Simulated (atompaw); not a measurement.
## Building the PAW (atompaw) potential for magnesium (Mg) (PBE, scalar-relativistic).

* Element: Mg (Z = 12)
* Generator: atompaw 4.2.0.5
* Type: PAW
* Functional: PBE
* Relativity: scalar-relativistic
* Frozen core: [Ne]
* Valence charge: 2
* Reference configuration: 3s2 3p0
* Partial waves: 3s (bound): rc 3.00 bohr; 3s channel at 1.55 Ry: rc 3.00 bohr; 3p (bound, empty): rc 3.00 bohr; 3p channel at 3.55 Ry: rc 3.00 bohr; 3d channel at 0.45 Ry: rc 2.85 bohr
* Local potential: troulliermartins scheme with l = 3 at 0 Ry, radius 2.70 bohr
* Core correction: smooth core density matched at 2.85 bohr
* Augmentation charge: sinc compensation charge, radius 2.55 bohr; PAW radius 3.00 bohr; waves and projectors: custom rrkj vanderbiltortho

Poles of the logarithmic derivatives, all-electron (AE) and pseudo (PS). s: poles at 0.7 (AE) and 0.7, 4.6 (PS) Ry. p: poles at 1.4 (AE) and 1.4 (PS) Ry. d: poles at 2.0 (AE) and 2.1 (PS) Ry. Test radius 3.00 bohr.

* Cutoffs needed: 6 Ry and 6 Ry (the cutoffs (Ry, on a coarse ladder) from which the occupation-weighted sum of valence levels, in a spherical-Bessel basis at the reference potential, stays within 10 and 1 mRy of its value at 400 Ry)
* Ghost test: no extra level below or beside the all-electron valence levels (s, p, d, f tested) (spherical-Bessel basis up to 400 Ry, 20 bohr box)
* Lowest eigenvalue of the overlap operator: 0.69 (s channel)
* Overlap eigenvalues printed by atompaw (projector basis): 0.212, 0.771, 6.3, 7.12, 11.7
* Share of each valence orbital outside the PAW sphere: 3s 48 %, 3p 77 %
